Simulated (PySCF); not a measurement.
Problem. Write Cartesian coordinates for `CCc1ccccn1` as optimised with GFN2-xTB.

Solution. 
```xyz
17
C7H9N angstrom
C     -2.4150   -0.3687    0.5568
C     -1.4739   -0.3804   -0.6492
C     -0.0606   -0.1418   -0.2041
C      0.4339    1.1482   -0.0254
C      1.7333    1.3114    0.4199
C      2.4969    0.1832    0.6784
C      1.9133   -1.0568    0.4739
N      0.6746   -1.2174    0.0446
H     -3.4391   -0.5499    0.2390
H     -2.1244   -1.1446    1.2608
H     -2.3737    0.5927    1.0651
H     -1.5267   -1.3529   -1.1389
H     -1.7764    0.3936   -1.3572
H     -0.1920    2.0024   -0.2370
H      2.1457    2.3001    0.5639
H      3.5147    0.2642    1.0263
H      2.4624   -1.9713    0.6599
```

Orientation and origin are arbitrary. Atoms count from 1 in this order. N8 (pyridine-type nitrogen) is bent (angle 118.8°). The C–C distances run from 1.383 Å (C4–C5, aromatic) to 1.530 Å (C1–C2, drawn single), a spread of 0.147 Å. The 6-membered ring C3–C4–C5–C6–C7–N8 has internal angles of 117.9° to 123.5° (sum 720°, against 720° for a flat polygon); it is planar, 0.00 Å rms from its mean plane, widest ring torsion 0°.

Bonds between heavy atoms (Å): C1–C2 1.530, C2–C3 1.501, C3–C4 1.393, C4–C5 1.383, C5–C6 1.387, C6–C7 1.386, C7–N8 1.321, C3–N8 1.326.

Computed geometry: GFN2-xTB, gas phase.

Point group: C1 (no symmetry element, even within 0.4 Å). Whether it is a minimum is left open (no frequencies). The numbers are those of one conformer (C1–C2–C3–C4 -85°).
